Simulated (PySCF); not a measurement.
**Correlation energy of Be+ (beryllium, charge +1)**

[He] 2p1, 2P determinant (an excited configuration). All numbers are calculated (PySCF 2.14, the spin-free X2C one-electron Hamiltonian (Gaussian nucleus), in x2c-QZVPPall). Frozen: nothing; 3 electrons correlated.

```tsv
level	correlation energy (mhartree)
CCSD	-23.69
(T)	-0.02
CCSD(T)	-23.71
CCSDT	-23.72
```

Diagnostics: T1 = 0.0023, D1 = 0.0049, largest double amplitude 0.011.

Question: Is a single reference adequate?

Answer: Yes: T1 lies below 0.03 and no double amplitude reaches 0.07.

The basis was made for the ground configuration and has no added diffuse functions, which can raise the energy of the promoted electron.

This basis was not built for core-valence correlation, so the inner-shell part is incomplete.
